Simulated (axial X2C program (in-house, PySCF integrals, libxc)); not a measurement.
## Potential curves of CdB⁺, with spin–orbit coupling

All values were computed with an axial X2C code built on PySCF integrals. Two-component (2c) means X2C with spin–orbit coupling and atomic mean-field two-electron Coulomb and Gaunt terms. Basis: Cd dyall-cv3z [12s12p8d5f3g], B dyall-v3z [7s6p2d1f] (cores contracted in-house); Gaussian nuclei, density fitting, unrestricted open shells. Masses: Cd 113.903 u, B 11.009 u.

State: Ω = 0 (closed shell). Energies in kJ/mol from the fragments at the same level (Cd + B+). Fits are polynomials in 1 − R0/R over 0.85 to 1.23 times the lowest point R0.

```csv
R (Å),CCSD
2.2859,-140.01
2.3613,-147.29
2.4366,-151.34
2.5120,-152.83
2.5999,-152.04
2.6878,-149.22
2.8009,-143.68
```

Correlated methods: 14 electrons correlated (number of frozen shells: Cd 4 s, 3 p, 1 d; B 1 s), 254 virtual spin orbitals or spinors in MP2, 90 natural virtuals in coupled cluster.

One determinant describes the state; a PBE0 search over occupations chose it and may have missed a lower one. Dissociation energies refer to the lowest single-determinant-based atoms at the same level and basis. CCSD ran in a truncated set of natural virtual spinors with an MP2 remainder; without triples it tends to underbind. Coupled cluster ran on the points near the minimum only. MP2 and coupled cluster on one determinant become unreliable at the stretched end.

**Question.** What are Re, ωe and De at the CCSD level?

**Answer.** At CCSD, 2c: Re = 2.527 Å, ωe ≈ 308 cm⁻¹, De = 1.58 eV to Cd + B+; Be follows as 0.263 cm⁻¹.
